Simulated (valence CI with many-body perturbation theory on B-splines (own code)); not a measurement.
E1 transitions of Sn XLIV

Calculated by configuration interaction combined with many-body perturbation theory (CI+MBPT): five valence electrons over a frozen Dirac-Fock core [He], radial functions for each j: 11 s, 11 p, 10 d, 8 f, 5 g, 2 h, with the one-electron correlation potential Σ1, the two-electron term Σ2, the three-electron term Σ3, Breit, model QED; selected CI, second order for the rest, scaled by the run's own slope (own B-spline code, finite nucleus).

No measured spectrum was set against this ion. As an estimate, large intervals hold to a few tenths of a per cent, small ones and those within an open d or f shell to about a per cent. Among the levels kept, up to 7200 cm⁻¹ of a level comes from second order outside the variational space, and about a tenth of that is noise between levels of different J, which matters for small intervals.

Lines 101 to 150 of 595 in falling wavelength, among levels below 4925.9 eV, chosen from the strongest by gf and those to the six lowest levels. Wavelengths and rates use the calculated energies. Electric multipoles are in the length gauge, E1 and E2 with the static RPA response of the core. Weak lines are less certain than strong ones. Lines between different terms over intervals too small for the method are left out, as are lines whose strength nearly cancels.

Levels are named by their leading jj configuration (3d3/2^4 stands for four electrons in 3d with j = 3/2), which in mixed levels can hold well under half, so a name can repeat and another be missing. Letters in brackets count levels of one name in rising energy.

| λ vac (Å) | Upper | Lower | A (s⁻¹) | log gf | Branch % |
| --- | --- | --- | --- | --- | --- |
| 95.06 | (2s 2p1/2 2p3/2^2 3p3/2) J=7/2 [a] | (2s 2p1/2 2p3/2^2 3s) J=5/2 [a] | 3.31e+10 | -0.45 | 0.4 |
| 94.87 | (2s 2p1/2^2 2p3/2 3d3/2) J=7/2 | (2s 2p1/2^2 2p3/2 3p1/2) J=5/2 | 2.39e+10 | -0.59 | 0.7 |
| 94.50 | (2s^2 2p1/2 2p3/2 3p3/2) J=3/2 [b] | (2s^2 2p1/2 2p3/2 3s) J=3/2 [b] | 2.10e+10 | -0.95 | 0.4 |
| 94.26 | (2s 2p1/2 2p3/2^2 3p3/2) J=5/2 [a] | (2s 2p1/2 2p3/2^2 3s) J=5/2 [a] | 1.99e+10 | -0.80 | 0.0 |
| 94.25 | (2s 2p1/2 2p3/2^2 3p3/2) J=5/2 [d] | (2s 2p1/2 2p3/2^2 3s) J=3/2 [c] | 2.03e+10 | -0.79 | 0.2 |
| 94.01 | (2s 2p1/2 2p3/2^2 3p3/2) J=3/2 [d] | (2s 2p1/2 2p3/2^2 3s) J=3/2 [b] | 2.19e+10 | -0.94 | 0.1 |
| 93.74 | (2s 2p1/2^2 2p3/2 3p3/2) J=1/2 [a] | (2s 2p1/2^2 2p3/2 3s) J=3/2 [a] | 4.36e+10 | -0.94 | 0.0 |
| 93.64 | (2s 2p1/2^2 2p3/2 3d3/2) J=3/2 [a] | (2s 2p1/2^2 2p3/2 3p1/2) J=3/2 [a] | 2.42e+10 | -0.89 | 0.0 |
| 93.12 | (2s^2 2p1/2 2p3/2 3p3/2) J=3/2 [a] | (2s^2 2p1/2 2p3/2 3s) J=1/2 | 2.29e+10 | -0.92 | 5.1 |
| 92.98 | (2s^2 2p1/2 2p3/2 3d3/2) J=3/2 [a] | (2s^2 2p1/2 2p3/2 3p1/2) J=3/2 [a] | 1.57e+10 | -1.09 | 0.0 |
| 92.87 | (2s^2 2p1/2 2p3/2 3d3/2) J=1/2 [b] | (2s^2 2p1/2 2p3/2 3p1/2) J=3/2 [b] | 2.88e+10 | -1.13 | 0.0 |
| 92.84 | (2s 2p1/2 2p3/2^2 3d3/2) J=9/2 | (2s 2p1/2 2p3/2^2 3p1/2) J=7/2 | 3.91e+10 | -0.30 | 10.9 |
| 92.68 | (2s^2 2p3/2^2 3d3/2) J=5/2 | (2s^2 2p3/2^2 3p1/2) J=5/2 | 1.57e+10 | -0.92 | 0.0 |
| 92.65 | (2s 2p1/2 2p3/2^2 3p3/2) J=3/2 [c] | (2s 2p1/2 2p3/2^2 3s) J=1/2 [a] | 5.67e+10 | -0.53 | 0.2 |
| 92.51 | (2s^2 2p3/2^2 3d3/2) J=7/2 | (2s^2 2p3/2^2 3p1/2) J=5/2 | 2.77e+10 | -0.55 | 0.0 |
| 92.48 | (2s 2p1/2 2p3/2^2 3p3/2) J=3/2 [e] | (2s 2p1/2 2p3/2^2 3s) J=3/2 [d] | 2.11e+10 | -0.97 | 0.1 |
| 92.44 | (2s 2p1/2 2p3/2^2 3p3/2) J=5/2 [e] | (2s 2p1/2 2p3/2^2 3s) J=3/2 [d] | 3.11e+10 | -0.62 | 0.4 |
| 92.22 | (2s 2p1/2 2p3/2^2 3p3/2) J=5/2 [e] | (2s 2p1/2 2p3/2^2 3s) J=5/2 [c] | 1.03e+10 | -1.10 | 0.1 |
| 92.21 | (2s^2 2p3/2^2 3p3/2) J=3/2 [b] | (2s^2 2p3/2^2 3s) J=1/2 | 3.99e+10 | -0.69 | 0.2 |
| 92.20 | (2s 2p1/2 2p3/2^2 3d3/2) J=5/2 [d] | (2s 2p1/2 2p3/2^2 3p3/2) J=3/2 [a] | 1.07e+10 | -1.09 | 0.0 |
| 92.05 | (2s 2p1/2^2 2p3/2 3d3/2) J=5/2 [b] | (2s 2p1/2^2 2p3/2 3p1/2) J=3/2 [b] | 4.31e+10 | -0.48 | 0.3 |
| 91.89 | (2s^2 2p3/2^2 3d3/2) J=3/2 [a] | (2s^2 2p3/2^2 3p1/2) J=3/2 | 3.08e+10 | -0.81 | 0.0 |
| 91.67 | (2s^2 2p1/2 2p3/2 3d3/2) J=5/2 [a] | (2s^2 2p1/2 2p3/2 3p1/2) J=3/2 [a] | 3.30e+10 | -0.60 | 0.1 |
| 91.52 | (2s 2p1/2 2p3/2^2 3d3/2) J=7/2 [c] | (2s 2p1/2 2p3/2^2 3p1/2) J=5/2 [c] | 3.81e+10 | -0.42 | 0.2 |
| 91.31 | (2s 2p1/2 2p3/2^2 3d3/2) J=3/2 [a] | (2s 2p1/2 2p3/2^2 3p1/2) J=3/2 [a] | 3.30e+10 | -0.78 | 0.1 |
| 91.27 | (2s^2 2p1/2 2p3/2 3d3/2) J=7/2 | (2s^2 2p1/2 2p3/2 3p1/2) J=5/2 | 3.45e+10 | -0.46 | 2.9 |
| 91.20 | (2s 2p1/2 2p3/2^2 3d3/2) J=7/2 [a] | (2s 2p1/2 2p3/2^2 3p1/2) J=5/2 [a] | 2.07e+10 | -0.68 | 0.0 |
| 91.05 | (2s 2p1/2 2p3/2^2 3p3/2) J=5/2 [e] | (2s 2p1/2 2p3/2^2 3s) J=3/2 [c] | 1.15e+10 | -1.07 | 0.2 |
| 90.95 | (2s 2p1/2 2p3/2^2 3p3/2) J=7/2 [a] | (2s^2 2p3/2^2 3p3/2) J=5/2 | 1.82e+10 | -0.74 | 0.2 |
| 90.90 | (2s 2p1/2^2 2p3/2 3p3/2) J=3/2 [b] | (2s 2p1/2^2 2p3/2 3s) J=3/2 [b] | 2.96e+10 | -0.83 | 0.1 |
| 90.48 | (2s 2p1/2 2p3/2^2 3d3/2) J=5/2 [c] | (2s 2p1/2 2p3/2^2 3p1/2) J=3/2 [b] | 2.88e+10 | -0.67 | 0.0 |
| 90.37 | (2s 2p1/2 2p3/2^2 3d3/2) J=1/2 [a] | (2s 2p1/2 2p3/2^2 3p1/2) J=3/2 [a] | 4.60e+10 | -0.95 | 0.1 |
| 90.37 | (2s^2 2p1/2^2 3d3/2) J=3/2 | (2s^2 2p1/2^2 3p1/2) J=1/2 | 4.29e+10 | -0.68 | 0.1 |
| 90.35 | (2s^2 2p3/2^2 3d3/2) J=5/2 | (2s^2 2p3/2^2 3p1/2) J=3/2 | 1.93e+10 | -0.85 | 0.0 |
| 90.34 | (2s^2 2p3/2^2 3d3/2) J=1/2 | (2s^2 2p3/2^2 3p1/2) J=3/2 | 3.31e+10 | -1.09 | 0.0 |
| 90.11 | (2s 2p1/2 2p3/2^2 3d3/2) J=3/2 [d] | (2s 2p1/2 2p3/2^2 3p1/2) J=3/2 [b] | 1.82e+10 | -1.05 | 0.1 |
| 90.04 | (2s^2 2p1/2^2 3p3/2) J=3/2 | (2s^2 2p1/2^2 3s) J=1/2 | 6.50e+10 | -0.50 | 16.9 |
| 89.98 | (2s 2p1/2 2p3/2^2 3d3/2) J=5/2 [a] | (2s 2p1/2 2p3/2^2 3p1/2) J=3/2 [a] | 1.81e+10 | -0.88 | 0.0 |
| 89.92 | (2s 2p1/2 2p3/2^2 3p3/2) J=5/2 [b] | (2s 2p1/2 2p3/2^2 3s) J=5/2 [b] | 4.26e+10 | -0.51 | 0.0 |
| 89.76 | (2s 2p1/2^2 2p3/2 3d3/2) J=7/2 | (2s^2 2p1/2 2p3/2 3d5/2) J=5/2 [a] | 7.77e+09 | -1.12 | 0.2 |
| 89.45 | (2s^2 2p1/2 2p3/2 3d3/2) J=3/2 [a] | (2s^2 2p1/2 2p3/2 3p1/2) J=1/2 | 2.34e+10 | -0.95 | 0.0 |
| 89.32 | (2s 2p1/2 2p3/2^2 3d3/2) J=7/2 [b] | (2s 2p1/2 2p3/2^2 3p1/2) J=7/2 | 1.75e+10 | -0.78 | 0.0 |
| 88.99 | (2s 2p1/2 2p3/2^2 3d3/2) J=3/2 [c] | (2s 2p1/2 2p3/2^2 3p1/2) J=1/2 [a] | 1.76e+10 | -1.08 | 0.0 |
| 88.96 | (2s 2p1/2^2 2p3/2 3p3/2) J=3/2 [b] | (2s 2p1/2^2 2p3/2 3s) J=1/2 | 4.01e+10 | -0.72 | 0.1 |
| 88.40 | (2s^2 2p1/2 2p3/2 3p3/2) J=5/2 [b] | (2s^2 2p1/2 2p3/2 3s) J=3/2 [b] | 3.08e+10 | -0.66 | 0.7 |
| 88.08 | (2s 2p1/2^2 2p3/2 3p3/2) J=7/2 | (2s^2 2p1/2 2p3/2 3p3/2) J=5/2 [b] | 1.24e+10 | -0.94 | 1.0 |
| 88.04 | (2s 2p1/2^2 2p3/2 3d3/2) J=3/2 [b] | (2s 2p1/2^2 2p3/2 3p1/2) J=1/2 | 2.04e+10 | -1.02 | 0.0 |
| 87.36 | (2s^2 2p1/2 2p3/2 3d3/2) J=1/2 [a] | (2s^2 2p1/2 2p3/2 3p1/2) J=1/2 | 3.96e+10 | -1.04 | 0.1 |
| 87.09 | (2s 2p1/2 2p3/2^2 3d3/2) J=5/2 [d] | (2s 2p1/2 2p3/2^2 3p1/2) J=3/2 [c] | 1.60e+10 | -0.96 | 0.0 |
| 86.70 | (2s 2p1/2^2 2p3/2 3p3/2) J=1/2 [b] | (2s 2p1/2^2 2p3/2 3s) J=1/2 | 6.71e+10 | -0.82 | 1.7 |
